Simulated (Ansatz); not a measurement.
`C#[C][InH2]` + H₂Se → `[SeH][InH2]` + `C#C` at 500 K and 1 bar (ligand exchange at the In–C bond).

Calculated with Ansatz (gas phase, PBE0-D4/def2-TZVP geometries, no zero-point term in ΔE). CCSD(T)/CBS is the MP2 limit (def2-TZVPP, def2-QZVPP) plus CCSD(T) − MP2 in def2-TZVPP, frozen cores. This one scheme is used for every species. Elements past krypton have def2 core potentials. For In, Se outer-core shells are correlated without core-valence functions, which leaves a few kJ/mol of doubt a bond. Scalar relativity is left out up to krypton.

```
      species  CCSD(T)/CBS energy (Eh)  H − E (kJ/mol)  S (J/(mol·K))
`C#[C][InH2]`               -267.62648           111.4          340.8
         H₂Se              -2401.89790            53.1          237.8
`[SeH][InH2]`              -2592.33228            82.0          341.7
        `C#C`                -77.22717            90.7          225.3
```

H − E and S are ideal-gas, rigid-rotor, harmonic terms from PBE0-D4/def2-TZVP. 1 Eh = 2625.50 kJ/mol, R = 8.31446 J/(mol·K).

Problem. By hand: ΔE, ΔH, ΔS and ΔG.

Solution. ΔE = (-2592.33228) + (-77.22717) − (-267.62648) − (-2401.89790) = -0.03507 Eh = -92.1 kJ/mol. Δ(H − E) = 82.0 + 90.7 − 111.4 − 53.1 = 8.2, so ΔH = -83.9 kJ/mol. ΔS = 341.7 + 225.3 − 340.8 − 237.8 = -11.6 J/(mol·K). ΔG = -83.9 − 500 × (-11.6)/1000 = -78.1 kJ/mol.

Problem. By hand: the equilibrium constant, and the temperature at which ΔG would vanish if ΔH and ΔS stayed fixed.

Solution. log₁₀ K = −ΔG/(RT ln 10) = 8.2. ΔG = 0 at ΔH/ΔS = 7233 K, far beyond where these terms or the molecules hold.

The number of gas molecules stays the same, so ΔS is small and ΔH decides. A doubt of 5 kJ/mol in ΔE shifts log₁₀ K by 0.5 here. These are equilibria of isolated gas molecules and say nothing of rates. Largest T1 diagnostic: 0.015 (customary marks: 0.02 for closed shells, 0.045 for open ones).
